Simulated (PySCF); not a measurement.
## One change at a time: excitation energies

Theory: TDDFT B3LYP/def2-SVPD, vertical, gas phase, core orbitals frozen in the response (PySCF). Geometries: GFN2-xTB; one conformer of each isolated species. Triplets are in the Tamm–Dancoff approximation.

Parent: `C#C[C@@H]1C(=O)[SiH2][C@@H]1C`, with lowest singlet excitation energy 3.18 eV, LUMO energy -1.86 eV, S1–T1 gap 0.60 eV, lowest triplet energy 2.58 eV, mean static polarisability 96.7 au. Its spectrum: 390 nm (f 0.001); 255 nm (f 0.001); 243 nm (f 0.050); 237 nm (f 0.017); 217 nm (f 0.014).

Shifts from the parent:

```csv
change,SMILES,Δ S1 (eV),Δ LUMO (eV),Δ S1−T1 (eV),Δ T1 (eV),Δ α (au)
C-C bond made double,C#C[C@H]1C(=C)[SiH2]C1=O,-0.21,-0.41,-0.06,-0.15,+1.2
terminal C group replaced by H,C#C[C@H]1C[SiH2]C1=O,-0.06,-0.12,0.00,-0.06,-10.4
CH2 replaced by C=O,C#C[C@@H]1C(=O)[SiH2][C@@H]1C=O,+0.06,-0.46,0.00,+0.07,+2.8
C replaced by Si,C#C[C@@H]1C(=O)[SiH2][C@@H]1[SiH3],+0.04,-0.10,0.00,+0.04,+14.4
```

Q: Predict the same shifts for this change: Si replaced by C (`C#C[C@@H]1C(=O)C[C@@H]1C`).

A: Δ lowest singlet excitation energy +0.93 eV, Δ LUMO energy +0.56 eV, Δ S1–T1 gap -0.09 eV, Δ lowest triplet energy +1.02 eV, Δ mean static polarisability -16.1 au. Spectrum: 4.10 eV (f 0.001); 5.50 eV (f 0.001); 5.81 eV (f 0.005); 6.10 eV (f 0.012); 6.54 eV (f 0.007). S1 falls most with C-C bond made double (-0.21 eV), and it rises most with Si replaced by C (+0.93 eV). S1 is simply the lowest singlet of each species and needn't be the same kind of state throughout. Over these 5 changes the shifts of S1 and of the HOMO–LUMO gap correlate with r = 1.00.

Lowest levels of each derivative:
- `C#C[C@H]1C(=C)[SiH2]C1=O`: 2.97 eV (f 0.001); 4.45 eV (f 0.005); 4.78 eV (f 0.014)
- `C#C[C@H]1C[SiH2]C1=O`: 3.12 eV (f 0.001); 4.79 eV (f 0.001); 5.09 eV (f 0.074)
- `C#C[C@@H]1C(=O)[SiH2][C@@H]1C=O`: 3.24 eV (f 0.000); 4.05 eV (f 0.005); 4.30 eV (f 0.004)
- `C#C[C@@H]1C(=O)[SiH2][C@@H]1[SiH3]`: 3.22 eV (f 0.001); 4.94 eV (f 0.001); 5.07 eV (f 0.045)
- `C#C[C@@H]1C(=O)C[C@@H]1C`: 4.10 eV (f 0.001); 5.50 eV (f 0.001); 5.81 eV (f 0.005)
